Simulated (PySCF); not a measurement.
## Computed structure and properties of HfCl4

System: HfCl4 (singlet); start: template (Td). Method: PySCF 2.14.0, RKS r2SCAN, Hf def2-SVP with ECP60, Cl def2-SVP; non-relativistic Hamiltonian with scalar-relativistic core potentials where named; density fitting; no spin-orbit coupling.

Input of the relaxation:

```python
mol = gto.M(atom='''
Hf     0.00000    -0.00000     0.00000
Cl     1.36380     1.36380     1.36380
Cl    -1.36380    -1.36380     1.36380
Cl     1.36380    -1.36380    -1.36380
Cl    -1.36380     1.36380    -1.36380''',
    basis={'Hf': 'def2-SVP', 'Cl': 'def2-SVP'},
    ecp={'Hf': 'def2-SVP'},
    charge=0, spin=0)
mf = dft.RKS(mol, xc='R2SCAN')
mf.grids.atom_grid = (50, 194)
mf = mf.density_fit()  # fitting sets: Hf def2-universal-JKFIT, Cl def2-universal-JKFIT
mf.conv_tol = 1e-08; mf.max_cycle = 55
mf.kernel(dm0)  # dm0: converged density of the start geometry
# quasi-Newton relaxation in Cartesian coordinates to a largest gradient under 0.00045 Eh/bohr, steps kept in the point group
```

Run from Python with OMP_NUM_THREADS=2; the lines above give its settings. Where DIIS fails, smearing, a level shift and second-order steps follow.
It took 12 s on 2 threads of Arm Neoverse V2, on a shared host, from the converged density of the start.

Course of the relaxation:

| step | energy above end (eV) | largest force component within the symmetry (eV/Å) |
| --- | --- | --- |
| 0 | 0.0327 | 0.300 |
| 1 | 0.0034 | 0.100 |
| 2 | 0.0000 | 0.009 |
| 3 | 0.0000 | 0.000 |

Relaxed geometry (Td):

```xyz
5

Hf    0.0000    0.0000    0.0000
Cl    1.3463    1.3463    1.3463
Cl   -1.3463   -1.3463    1.3463
Cl    1.3463   -1.3463   -1.3463
Cl   -1.3463    1.3463   -1.3463
```

```
     contact      Å
Hf1–Cl2 (Cl)  2.332
Hf1–Cl3 (Cl)  2.332
Hf1–Cl4 (Cl)  2.332
Hf1–Cl5 (Cl)  2.332
```

On the finer grid (75, 302):

The HOMO is -8.76 eV and the LUMO is -2.93 eV. The dipole about the centre of mass is 0.00 D. The set of Mulliken populations of Hf1 outside the core potential is s 2.44, p 6.32, d 2.20, f 0.14 and the D3(BJ) dispersion energy (not in the energies) is -0.059 eV.

```tsv
atom	Mulliken (e)	Löwdin (e)	spin (e)
Hf1	0.90	-0.60	0.00
Cl2	-0.23	0.15	0.00
Cl3	-0.23	0.15	0.00
Cl4	-0.23	0.15	0.00
Cl5	-0.23	0.15	0.00
```

No frequency check is given for this geometry.

Taking off one Cl (charge -1, singlet; the rest: singlet) in vacuum, both parts rigid, costs 10.73 eV; the small basis without counterpoise inflates it. Most of it is the attraction of opposite charges; other ways to part are cheaper, and one spin state was tried for the rest.

Rigid scan of Cl along the line from its metal:

(distance to Cl2 (Å), energy (eV)): (2.03, 1.156), (2.13, 0.444), (2.23, 0.099), (2.33, 0.000), (2.43, 0.069), (2.53, 0.247), (2.73, 0.788), (3.03, 1.763), (3.43, 2.980), (3.93, 4.121)

One start shape was tried, so this needn't be the lowest isomer.
